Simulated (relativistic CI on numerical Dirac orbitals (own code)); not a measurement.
Level scheme of Pt VIII

Method of calculation: Dirac-Coulomb-Breit CI, separate exchange-only KLI orbitals for each configuration, QED by a radiative potential, unscaled Slater integrals (own radial code, finite nucleus).

Configuration list (outside the closed core [Kr] 4d10): 4f14 5s2 5p6 5d3, 4f14 5s2 5p6 5d2 6s, 4f14 5s2 5p6 5d2 5f, 4f14 5s2 5p6 5d2 6p, 4f14 5s2 5p5 5d4, 4f14 5s2 5p6 5d 6s 6p, 4f14 5s2 5p6 5d2 5g, 4f14 5s2 5p6 5d 5f 6s, 4f14 5s2 5p6 5d2 6d, 4f14 5s2 5p6 5d2 7s, 4f14 5s 5p6 5d4, 4f14 5s2 5p5 5d3 5f, 4f14 5s2 5p6 5d2 7p, 4f14 5s2 5p6 5d2 6f, 4f14 5s2 5p6 5d2 7d, 4f14 5s2 5p6 5d2 8s, 4f14 5s2 5p5 5d3 6s, 4f14 5s2 5p5 5d3 5g, 4f13 5s2 5p6 5d4, 4f14 5s2 5p6 5d2 8p, 4f14 5s2 5p6 5d 5g 6p, 4f14 5s2 5p6 5d 5f 5g, 4f14 5s 5p6 5d3 5f, 4f13 5s2 5p6 5d3 6s, 4f14 5s2 5p6 5d 6s2, 4f14 5s2 5p6 5f 6s2, 4f14 5s2 5p6 6s2 6p, 4f14 5s2 5p6 5g 6s2, 4f14 5s2 5p6 6s2 6d, 4f14 5s2 5p6 5d 5f2, 4f14 5s2 5p6 5f2 6s, 4f14 5s2 5p6 5f3, 4f14 5s2 5p6 5f2 6p, 4f14 5s2 5p6 5f2 5g, 4f14 5s2 5p6 5f2 6d, 4f14 5s2 5p6 5d 6p2, 4f14 5s2 5p6 6s 6p2, 4f14 5s2 5p6 5f 6p2, 4f14 5s2 5p6 6p3, 4f14 5s2 5p6 5g 6p2, 4f14 5s2 5p6 6p2 6d, 4f14 5s2 5p6 5d 5f 6p, 4f14 5s2 5p6 5f 6s 6p, 4f14 5s2 5p6 5f 5g 6p, 4f14 5s2 5p6 5f 6p 6d, 4f14 5s2 5p6 5d 5g2, 4f14 5s2 5p6 5g2 6s, 4f14 5s2 5p6 5f 5g2, 4f14 5s2 5p6 5g2 6p, 4f14 5s2 5p6 5g3, 4f14 5s2 5p6 5g2 6d, 4f14 5s2 5p6 5d 5g 6s, 4f14 5s2 5p6 5f 5g 6s, 4f14 5s2 5p6 5g 6s 6p, 4f14 5s2 5p6 5g 6s 6d, 4f14 5p6 5d5, 4f14 5p5 5d6. Double excitations out of closed p, d and f shells are left out; levels of such configurations are missing from the list, as are those of other unlisted configurations, and high levels can miss mixing partners. These lack a partner that the ground configuration has and come out too high: 4f14 5s2 5p6 5d2 7s, 4f14 5s2 5p5 5d3 5f, 4f14 5s2 5p6 5d2 7p, 4f14 5s2 5p6 5d2 6f, 4f14 5s2 5p6 5d2 7d.

The lowest level is 4f14 5s2 5p6 5d3 4F_3/2, with 80 % of that term; Hund's rules for 4f14 5s2 5p6 5d3 give 4F with J = 3/2, in agreement.

| No. | Configuration | Term | J | E (eV) | % | Next component (%) | Landé g | jj configuration (%) |
| --- | --- | --- | --- | --- | --- | --- | --- | --- |
| 1 | 4f14 5s2 5p6 5d3 | 4F | 3/2 | 0.0000 | 80 | 16 2D | 0.494 | 5d3/2^3 (74) |
| 2 | 4f14 5s2 5p6 5d3 | 4F | 5/2 | 1.1347 | 93 | 5 2D | 1.038 | 5d3/2^2 5d5/2 (91) |
| 3 | 4f14 5s2 5p6 5d3 | 4F | 7/2 | 1.9986 | 81 | 15 2G | 1.181 | 5d3/2^2 5d5/2 (59) |
| 4 | 4f14 5s2 5p6 5d3 | 4P | 3/2 | 2.4875 | 48 | 32 2P | 1.389 | 5d3/2^2 5d5/2 (80) |
| 5 | 4f14 5s2 5p6 5d3 | 4F | 9/2 | 2.5099 | 50 | 35 2G | 1.194 | 5d3/2^2 5d5/2 (71) |
| 6 | 4f14 5s2 5p6 5d3 | 4P | 1/2 | 2.8869 | 70 | 28 2P | 2.093 | 5d3/2^2 5d5/2 (95) |
| 7 | 4f14 5s2 5p6 5d3 | 2G | 7/2 | 3.9158 | 78 | 17 4F | 0.958 | 5d3/2 5d5/2^2 (70) |
| 8 | 4f14 5s2 5p6 5d3 | 2H | 9/2 | 4.0919 | 55 | 37 4F | 1.081 | 5d3/2 5d5/2^2 (58) |
| 9 | 4f14 5s2 5p6 5d3 | 4P | 5/2 | 4.2394 | 88 | 8 2D | 1.552 | 5d3/2 5d5/2^2 (57) |
| 10 | 4f14 5s2 5p6 5d3 | 2D | 3/2 | 4.8220 | 45 | 40 4P | 1.180 | 5d3/2 5d5/2^2 (93) |
| 11 | 4f14 5s2 5p6 5d3 | 2P | 1/2 | 5.0836 | 70 | 28 4P | 1.242 | 5d3/2 5d5/2^2 (95) |
| 12 | 4f14 5s2 5p6 5d3 | 2H | 11/2 | 5.4220 | 99 | 1 4f14 5s2 5p5 5d3 5f 2H | 1.091 | 5d3/2 5d5/2^2 (99) |
| 13 | 4f14 5s2 5p6 5d3 | 2D | 5/2 | 5.8972 | 90 | 4 4F | 1.206 | 5d3/2 5d5/2^2 (67) |
| 14 | 4f14 5s2 5p6 5d3 | 2G | 9/2 | 6.3602 | 58 | 29 2H | 1.078 | 5d5/2^3 (81) |
| 15 | 4f14 5s2 5p6 5d3 | 2F | 5/2 | 6.6789 | 84 | 11 2D | 0.918 | 5d3/2 5d5/2^2 (55) |
| 16 | 4f14 5s2 5p6 5d3 | 2F | 7/2 | 6.8501 | 93 | 5 2G | 1.130 | 5d3/2 5d5/2^2 (87) |
| 17 | 4f14 5s2 5p6 5d3 | 2P | 3/2 | 7.0742 | 56 | 30 2D | 1.191 | 5d5/2^3 (81) |
| 18 | 4f14 5s2 5p6 5d3 | 2D | 3/2 | 10.1553 | 97 | 1 4P | 0.808 | 5d3/2 5d5/2^2 (81) |
| 19 | 4f14 5s2 5p6 5d3 | 2D | 5/2 | 10.4188 | 82 | 12 2F | 1.171 | 5d5/2^3 (69) |
| 20 | 4f14 5s2 5p6 5d2 6s | 4F | 3/2 | 23.2079 | 90 | 9 2D | 0.440 | 5d3/2^2 6s (91) |
| 21 | 4f14 5s2 5p6 5d2 6s | 4F | 5/2 | 23.6694 | 72 | 16 2F | 1.024 | 5d3/2^2 6s (82) |
| 22 | 4f14 5s2 5p6 5d2 6s | 4F | 7/2 | 25.0434 | 93 | 6 2F | 1.231 | 5d3/2 5d5/2 6s (95) |
| 23 | 4f14 5s2 5p6 5d2 6s | 2F | 5/2 | 25.7844 | 56 | 27 4F | 0.980 | 5d3/2 5d5/2 6s (83) |
| 24 | 4f14 5s2 5p6 5d2 6s | 4P | 1/2 | 25.8831 | 87 | 8 2S | 2.520 | 5d3/2^2 6s (75) |
| 25 | 4f14 5s2 5p6 5d2 6s | 4F | 9/2 | 26.1814 | 87 | 13 2G | 1.305 | 5d3/2 5d5/2 6s (54) |
| 26 | 4f14 5s2 5p6 5d2 6s | 4P | 3/2 | 26.6539 | 84 | 13 2D | 1.576 | 5d3/2 5d5/2 6s (97) |
| 27 | 4f14 5s2 5p6 5d2 6s | 4P | 5/2 | 26.6978 | 53 | 24 2D | 1.334 | 5d3/2 5d5/2 6s (98) |
| 28 | 4f14 5s2 5p6 5d2 6s | 2F | 7/2 | 27.3426 | 62 | 35 2G | 1.056 | 5d3/2 5d5/2 6s (82) |
| 29 | 4f14 5s2 5p6 5d2 6s | 2D | 3/2 | 27.3569 | 52 | 28 2P | 1.045 | 5d3/2 5d5/2 6s (81) |
| 30 | 4f14 5s2 5p6 5d2 6s | 2P | 1/2 | 28.1030 | 89 | 7 4P | 0.849 | 5d3/2 5d5/2 6s (86) |
| 31 | 4f14 5s2 5p6 5d2 6s | 2G | 9/2 | 28.6830 | 87 | 13 4F | 1.139 | 5d5/2^2 6s (54) |
| 32 | 4f14 5s2 5p6 5d2 6s | 2D | 5/2 | 28.8861 | 53 | 41 4P | 1.347 | 5d5/2^2 6s (99) |
| 33 | 4f14 5s2 5p6 5d2 6s | 2G | 7/2 | 29.0198 | 64 | 31 2F | 0.982 | 5d5/2^2 6s (77) |
| 34 | 4f14 5s2 5p6 5d2 6s | 2P | 3/2 | 29.7835 | 70 | 24 2D | 1.204 | 5d5/2^2 6s (86) |
| 35 | 4f14 5s2 5p6 5d2 6s | 2S | 1/2 | 32.7622 | 88 | 6 4P | 1.969 | 5d5/2^2 6s (87) |
| 36 | 4f14 5s2 5p6 5d2 6p | 4G° | 5/2 | 34.1577 | 61 | 32 2F° | 0.704 | 5d3/2^2 6p1/2 (95) |
| 37 | 4f14 5s2 5p6 5d2 6p | 4F° | 3/2 | 34.9453 | 47 | 36 2D° | 0.684 | 5d3/2^2 6p1/2 (88) |
| 38 | 4f14 5s2 5p6 5d2 6p | 4G° | 7/2 | 36.2250 | 68 | 13 2F° | 1.022 | 5d3/2 5d5/2 6p1/2 (95) |
| 39 | 4f14 5s2 5p6 5d2 6p | 4F° | 5/2 | 36.4022 | 43 | 24 2D° | 1.102 | 5d3/2 5d5/2 6p1/2 (96) |
| 40 | 4f14 5s2 5p6 5d2 6p | 4D° | 1/2 | 36.7578 | 54 | 22 2P° | 0.656 | 5d3/2^2 6p1/2 (77) |
| 41 | 4f14 5s2 5p6 5d2 6p | 4D° | 3/2 | 37.5406 | 30 | 26 2D° | 1.219 | 5d3/2 5d5/2 6p1/2 (86) |
| 42 | 4f14 5s2 5p6 5d2 6p | 2G° | 9/2 | 37.6043 | 33 | 30 4G° | 1.147 | 5d3/2 5d5/2 6p1/2 (68) |
| 43 | 4f14 5s2 5p6 5d2 6p | 2S° | 1/2 | 37.7155 | 38 | 31 4P° | 1.610 | 5d3/2 5d5/2 6p1/2 (90) |
| 44 | 4f14 5s2 5p6 5d2 6p | 2D° | 5/2 | 37.7612 | 25 | 22 4D° | 1.074 | 5d3/2 5d5/2 6p1/2 (78) |
| 45 | 4f14 5s2 5p6 5d2 6p | 4D° | 7/2 | 37.8293 | 37 | 25 4F° | 1.239 | 5d3/2 5d5/2 6p1/2 (58) |
| 46 | 4f14 5s2 5p6 5d2 6p | 4D° | 3/2 | 38.2617 | 39 | 25 4S° | 1.400 | 5d3/2 5d5/2 6p1/2 (86) |
| 47 | 4f14 5s2 5p6 5d2 6p | 2D° | 3/2 | 38.4584 | 34 | 32 4F° | 0.811 | 5d3/2^2 6p3/2 (89) |
| 48 | 4f14 5s2 5p6 5d2 6p | 2F° | 5/2 | 38.6366 | 30 | 28 4F° | 1.025 | 5d3/2^2 6p3/2 (74) |
| 49 | 4f14 5s2 5p6 5d2 6p | 2G° | 7/2 | 38.8747 | 36 | 20 4G° | 1.062 | 5d3/2^2 6p3/2 (82) |
| 50 | 4f14 5s2 5p6 5d2 6p | 4D° | 1/2 | 39.1041 | 81 | 17 2P° | 0.130 | 5d3/2^2 6p3/2 (82) |
| 51 | 4f14 5s2 5p6 5d2 6p | 2G° | 7/2 | 39.6317 | 50 | 24 2F° | 1.045 | 5d5/2^2 6p1/2 (50) |
| 52 | 4f14 5s2 5p6 5d2 6p | 4G° | 9/2 | 39.7090 | 46 | 28 2H° | 1.081 | 5d5/2^2 6p1/2 (42) |
| 53 | 4f14 5s2 5p6 5d2 6p | 4S° | 3/2 | 40.0380 | 33 | 27 2P° | 1.443 | 5d5/2^2 6p1/2 (85) |
| 54 | 4f14 5s2 5p6 5d2 6p | 2F° | 5/2 | 40.1223 | 39 | 26 2D° | 1.085 | 5d5/2^2 6p1/2 (72) |
| 55 | 4f14 5s2 5p6 5d2 6p | 4F° | 9/2 | 40.3929 | 39 | 22 4G° | 1.177 | 5d3/2 5d5/2 6p3/2 (62) |
| 56 | 4f14 5s2 5p6 5d2 6p | 2F° | 7/2 | 40.4691 | 32 | 31 2G° | 1.094 | 5d3/2 5d5/2 6p3/2 (82) |
| 57 | 4f14 5s2 5p6 5d2 6p | 2F° | 5/2 | 40.4788 | 54 | 36 4D° | 1.056 | 5d3/2 5d5/2 6p3/2 (79) |
| 58 | 4f14 5s2 5p6 5d2 6p | 4D° | 3/2 | 40.7208 | 68 | 26 2D° | 1.088 | 5d3/2 5d5/2 6p3/2 (76) |
| 59 | 4f14 5s2 5p6 5d2 6p | 4D° | 7/2 | 41.0707 | 40 | 31 2F° | 1.207 | 5d3/2 5d5/2 6p3/2 (82) |
| 60 | 4f14 5s2 5p6 5d2 6p | 4G° | 11/2 | 41.2961 | 88 | 11 2H° | 1.252 | 5d3/2 5d5/2 6p3/2 (52) |
| 61 | 4f14 5s2 5p6 5d2 6p | 4P° | 3/2 | 41.3075 | 57 | 15 4S° | 1.568 | 5d3/2^2 6p3/2 (46) |
| 62 | 4f14 5s2 5p6 5d2 6p | 4P° | 1/2 | 41.4276 | 38 | 32 2P° | 1.591 | 5d3/2 5d5/2 6p3/2 (87) |
| 63 | 4f14 5s2 5p6 5d2 6p | 2D° | 5/2 | 41.8857 | 52 | 34 4D° | 1.250 | 5d3/2 5d5/2 6p3/2 (73) |
| 64 | 4f14 5s2 5p6 5d2 6p | 2G° | 9/2 | 41.9491 | 70 | 22 4F° | 1.148 | 5d3/2 5d5/2 6p3/2 (73) |
| 65 | 4f14 5s2 5p6 5d2 6p | 4P° | 5/2 | 42.2673 | 41 | 30 4D° | 1.396 | 5d3/2 5d5/2 6p3/2 (92) |
| 66 | 4f14 5s2 5p6 5d2 6p | 4D° | 7/2 | 42.2951 | 47 | 43 2F° | 1.263 | 5d3/2 5d5/2 6p3/2 (78) |
| 67 | 4f14 5s2 5p6 5d2 6p | 2P° | 3/2 | 42.3159 | 51 | 33 2D° | 1.141 | 5d3/2 5d5/2 6p3/2 (63) |
| 68 | 4f14 5s2 5p6 5d2 6p | 2P° | 1/2 | 42.6609 | 54 | 23 2S° | 1.289 | 5d5/2^2 6p3/2 (50) |
| 69 | 4f14 5s2 5p6 5d2 6p | 2D° | 3/2 | 42.6934 | 66 | 12 4P° | 1.037 | 5d3/2 5d5/2 6p3/2 (84) |
| 70 | 4f14 5s2 5p6 5d2 6p | 2D° | 5/2 | 42.9220 | 68 | 12 2F° | 1.206 | 5d3/2 5d5/2 6p3/2 (58) |

Energies count from the lowest computed level; ° marks odd parity. Filled j subshells are mostly left out of the jj labels.

The mean weight of the leading LS term, summed over parents, in these 70 levels is 61 %, and that of the leading jj configuration (from the same eigenvectors) 77 %, so jj coupling describes them better and the LS labels are nominal.

At this charge configurations can still be misplaced by up to about 7 % of their energy. Terms inside the open d or f shell come out 10 to 20 % too wide with unscaled integrals. Levels and lines within the n = 5 or 6 shells can be off by up to 10 % or somewhat more, and those that change n by about 2 %, since core polarisation is missing.

LS names give the leading component of a level, which can be under half, so a name can repeat, a term be missing and a line seem to break the LS rules.
